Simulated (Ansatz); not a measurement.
```yaml
crystal:
  periodic: [false, false, false]
  atoms:
    - {symbol: O, position_ang: [-0.411838, -2.422191, 1.549060]}
    - {symbol: C, position_ang: [-0.205045, -0.341948, -0.058643]}
    - {symbol: Te, position_ang: [1.603650, -1.275574, -3.608865]}
    - {symbol: N, position_ang: [0.498179, 1.926504, 1.244270]}
    - {symbol: B, position_ang: [-1.859831, 2.054483, 0.276412]}
    - {symbol: Cl, position_ang: [-4.534836, 3.873657, -0.006497]}
    - {symbol: H, position_ang: [-1.063318, -3.816560, 0.580890]}
    - {symbol: H, position_ang: [4.092482, -2.572567, -2.203563]}
    - {symbol: H, position_ang: [2.047800, 2.486705, 2.194619]}
basis:
  gaussian: {orbitals: def2-mTZVP}
hamiltonian: {xc: {name: B3LYP}}
output: {forces: true}
```

```sh
$ ansatz run in.yaml --threads 4 --pin off --events-out ev --progress --plain --max-ram 10444MiB
```

It prints (some lines left out):

```
Functional definition: B3LYP
1421 factors; integrals over basis functions are off by at most 2.4e-4 eV
mean field evaluation 1: about -25033.2071 eV, gradient 1.3e2 eV
mean field evaluation 2: about -23956.0997 eV, gradient 3.2e2 eV
mean field evaluation 4: about -24897.9158 eV, gradient 1.5e2 eV
mean field evaluation 8: about -25086.8250 eV, gradient 6.6e0 eV
mean field evaluation 16: about -25087.1522 eV, gradient 1.8e0 eV
mean field evaluation 32: about -25087.2126 eV, gradient 3.9e-4 eV
mean field -25087.21258819 eV, -921.9380578927 hartree, gradient 9.0e-6 eV, S^2 0.000000; 10 other end points of the search recorded, 0 dependent functions left out
reference -25087.21303782 eV, -921.9380744160 hartree; 35, 35 occupied and 113, 113 virtual orbitals, 1421 factors
Total energy: -25087.21303782 eV, -921.9380744160 hartree
Atom 0 at    -0.411838    -2.422191     1.549060 Å, force    -1.233353    -1.325620    -3.402712 eV/Å
Atom 1 at    -0.205045    -0.341948    -0.058643 Å, force     0.167211    -0.522288     1.663336 eV/Å
Atom 2 at     1.603650    -1.275574    -3.608865 Å, force     1.120930    -0.571693     1.212354 eV/Å
Atom 3 at     0.498179     1.926504     1.244270 Å, force     1.300411    -0.119991     0.551660 eV/Å
Atom 4 at    -1.859831     2.054483     0.276412 Å, force     0.232420     0.353056     0.248566 eV/Å
Atom 5 at    -4.534836     3.873657    -0.006497 Å, force     1.059283    -0.697035     0.136688 eV/Å
Atom 6 at    -1.063318    -3.816560     0.580890 Å, force     1.531672     3.336157     2.086565 eV/Å
Atom 7 at     4.092482    -2.572567    -2.203563 Å, force    -1.340278     0.696494    -0.754307 eV/Å
Atom 8 at     2.047800     2.486705     2.194619 Å, force    -2.838297    -1.149079    -1.742150 eV/Å
Dipole moment:     1.205010    -0.622405    -0.719029 e Å
```

Q: What is wrong with this run?

A: The coordinates are in bohr but typed as ångström. Self-consistency was reached. The result belongs to that input, not to the molecule as meant.

B3LYP here is the variant with VWN-RPA as its local correlation; programs differ in this.
